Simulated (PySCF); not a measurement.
Screening by computed properties: pick the candidate that meets the target.

All species are isolated and taken at one optimised geometry, non-relativistic unless stated; the electronic structure was computed with PySCF and density fitting.

Dipoles, sizes and rotational constants follow the conformer. The torsions of the flexible species, by atom-mapped SMILES:
- `[CH3:1][N:2]([SiH3:3])[SiH2:4]/[N:5]=[CH:6]/[CH2:7][C:8]#[N:9]`: C1–N2–Si4–N5 46°, N2–Si4–N5–C6 129°, N5–C6–C7–C8 -121°
- `[CH3:1][C:2](=[O:3])[O:4][Si@H:5]1[SiH2:6][C:7]([F:8])=[C:9]1[CH3:10]`: C1–C2–O4–Si5 178°, C2–O4–Si5–Si6 80°
- `[CH3:1][Si@@H:2]1[CH2:3][Si@@H:4]([C:5](=[O:6])[SiH3:7])[C@@H:8]1[F:9]`: C3–Si4–C5–O6 38°
- `[O:1]=[CH:2][C@H:3]([SiH3:4])[O:5][SiH2:6][N:7]([SiH3:8])[SiH3:9]`: O1–C2–C3–Si4 111°, C2–C3–O5–Si6 -15°, C3–O5–Si6–N7 91°, O5–Si6–N7–Si8 -1°
- `[CH2:1]=[C:2]([F:3])[CH2:4][SiH2:5][CH2:6][C:7]#[C:8][CH3:9]`: C1–C2–C4–Si5 97°, C2–C4–Si5–C6 -59°, C4–Si5–C6–C7 -54°
- `[CH2:1]=[CH:2][C@@H:3]1[CH:4]=[C:5]([CH2:6][SiH3:7])[C@@H:8]1[F:9]`: C1–C2–C3–C4 -130°, C4–C5–C6–Si7 -102°

Question: Wanted: dipole moment above 3.3 D (PBE0/pcSseg-1) and HOMO energy above -7.4 eV (PBE0/pcSseg-1), at GFN2-xTB geometries. Which candidate meets both?
A. `C[Si@@H]1C[Si@@H](C(=O)[SiH3])[C@@H]1F`
B. `CC(=O)O[Si@H]1[SiH2]C(F)=C1C`
C. `O=C[C@H]([SiH3])O[SiH2]N([SiH3])[SiH3]`
D. `CN([SiH3])[SiH2]/N=C/CC#N`

Answer: D. Computed values:
| species | dipole moment | HOMO energy |
| --- | --- | --- |
| C[Si@@H]1C[Si@@H](C(=O)[SiH3])[C@@H]1F | 1.60 D | -6.36 eV |
| CC(=O)O[Si@H]1[SiH2]C(F)=C1C | 2.19 D | -7.57 eV |
| O=C[C@H]([SiH3])O[SiH2]N([SiH3])[SiH3] | 3.24 D | -7.20 eV |
| CN([SiH3])[SiH2]/N=C/CC#N | 3.42 D | -7.08 eV |

Question: Wanted: smallest rotational constant below 0.55 GHz (GFN2-xTB) and HOMO–LUMO gap above 6.3 eV (PBE0/pcSseg-1), at GFN2-xTB geometries. Which candidate meets both?
A. `CC(=O)O[Si@H]1[SiH2]C(F)=C1C`
B. `C=C(F)C[SiH2]CC#CC`
C. `C1[C@H]([C@@H](F)C=1C[SiH3])C=C`
D. `CN([SiH3])[SiH2]/N=C/CC#N`

Answer: A. Computed values:
```
                        species  smallest rotational constant  HOMO–LUMO gap
      CN([SiH3])[SiH2]/N=C/CC#N                     0.376 GHz        5.83 eV
   CC(=O)O[Si@H]1[SiH2]C(F)=C1C                     0.488 GHz        7.29 eV
             C=C(F)C[SiH2]CC#CC                     0.620 GHz        7.41 eV
C1[C@H]([C@@H](F)C=1C[SiH3])C=C                     0.715 GHz        6.83 eV
```
